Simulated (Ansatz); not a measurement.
Method: Ansatz (a quantum-chemistry and plane-wave program) with frozen-core CCSD(T)/cc-pVTZ // B3LYP-D3(BJ)/def2-TZVP.

Ansatz 0.2 input:
```yaml
crystal:
  periodic: [false, false, false]
  atoms:
    - { symbol: N, position_ang: [-0.639812, 0.412633, 0.074754] }
    - { symbol: C, position_ang: [0.492409, -0.002658, -0.020283] }
    - { symbol: O, position_ang: [1.62351, -0.266337, -0.097342] }
    - { symbol: H, position_ang: [-1.476107, -0.143637, 0.042871] }
basis:
  gaussian: { orbitals: cc-pVTZ }
correlation:
  method: ccsd_t
```

Output:

```
Functional definition: HF
624 factors; integrals over basis functions are off by at most 1.2e-3 eV
mean field evaluation 1: about -4564.7126 eV, gradient 3.5e1 eV
mean field evaluation 2: about -4564.7160 eV, gradient 3.5e1 eV
mean field evaluation 4: about -4566.8440 eV, gradient 2.8e0 eV
mean field evaluation 8: about -4566.8688 eV, gradient 1.7e-1 eV
mean field evaluation 16: about -4566.8598 eV, gradient 1.1e0 eV
mean field -4566.86917188 eV, -167.8293465315 hartree, gradient 2.9e-6 eV, S^2 0.000000; 0 other end points of the search recorded, 0 dependent functions left out
3 core orbitals not correlated
reference -4566.86917188 eV, -167.8293465315 hartree; 8, 8 occupied and 93, 93 virtual orbitals, 624 factors
second order -15.70913572 eV of doubles, -0.00000000 eV of singles
cycle   1  -15.06529822 eV  change    6.4e-1 eV  update   1.1e-1
cycle   2  -15.53925346 eV  change   -4.7e-1 eV  update   3.9e-2
cycle   3  -15.64955042 eV  change   -1.1e-1 eV  update   1.6e-2
cycle   4  -15.63279450 eV  change    1.7e-2 eV  update   3.8e-3
cycle   5  -15.63054768 eV  change    2.2e-3 eV  update   1.4e-3
cycle   6  -15.63127860 eV  change   -7.3e-4 eV  update   5.7e-4
cycle   7  -15.63091464 eV  change    3.6e-4 eV  update   1.9e-4
cycle   8  -15.63089086 eV  change    2.4e-5 eV  update   7.9e-5
cycle   9  -15.63092611 eV  change   -3.5e-5 eV  update   2.6e-5
cycle  10  -15.63091621 eV  change    9.9e-6 eV  update   1.1e-5
perturbative correction -0.78000621 eV, -0.0286646995 hartree
Total energy: -4583.28009430 eV, -168.4324368067 hartree
```

Cost: about 5 core-seconds (a rough figure).
